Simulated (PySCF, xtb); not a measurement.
B2Cl4. Atoms are numbered in the order given.

```xyz
6

Cl     1.0725    -1.0725    -1.7292
B      0.0000     0.0000    -0.8451
Cl    -1.0725     1.0725    -1.7292
B      0.0000     0.0000     0.8451
Cl     1.0725     1.0725     1.7292
Cl    -1.0725    -1.0725     1.7292
```

The structure is a stationary point at B3LYP-D3(BJ)/def2-SVP. The values are those of a single conformer.

Computed with IEF-PCM-M06-2X/def2-SVP in PySCF.

The values are the electrostatic part of the solvation free energy, E(continuum) − E(gas) at the gas-phase geometry, in a cavity of scaled van der Waals radii (PySCF's table); cavitation and dispersion terms are not included. In vacuum the orbital gap is 8.74 eV. The dipole moment in vacuum is 0.00 D.

Question: Estimate the values in water (ε = 78.36), ethanol (ε = 24.85), toluene (ε = 2.37). (The exact figures need the calculation; the answer reports its results.)

Answer: 
| solvent | ε | ΔG(elec) (kcal/mol) | dipole (D) | gap (eV) |
|---|---|---|---|---|
| water | 78.36 | -0.8 | 0.00 | 8.80 |
| ethanol | 24.85 | -0.8 | 0.00 | 8.79 |
| toluene | 2.37 | -0.4 | 0.00 | 8.77 |

For comparison, GFN2-xTB/ALPB(water) (xtb, at the GFN2-xTB geometry, all terms of that model) gives -1.7 kcal/mol.
